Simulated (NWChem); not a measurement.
Molecule: CH$_{4}$ClIn; SMILES [CH3][InH][Cl]

```xyz
7

In    -0.3327     0.3412     0.0001
H     -2.0434     0.5080    -0.0016
Cl     0.3171    -1.9447     0.0000
C      1.3435     1.6814     0.0003
H      1.2808     2.3628     0.8612
H      1.3389     2.2821    -0.9212
H      2.2746     1.1021     0.0549
```
Atoms are numbered in this order, from 1.

All runs use the structure optimised with PBE0/def2-SVP. No frequency run checked for a minimum. def2 effective core potentials on In; no spin-orbit coupling.

Problem. List the 4 lowest vertical singlet excitations from PBE0/def2-SVPD with def2 effective core potentials on In, TDA (NWChem).

Solution. 
```
state  energy (eV)  oscillator strength  leading excitation (squared amplitude)
-----  -----------  -------------------  --------------------------------------
S1            4.95                0.000                      HOMO → LUMO (0.99)
S2            5.89                0.003                    HOMO−2 → LUMO (0.97)
S3            5.89                0.020                    HOMO−1 → LUMO (0.92)
S4            6.10                0.008                    HOMO−3 → LUMO (0.97)
```
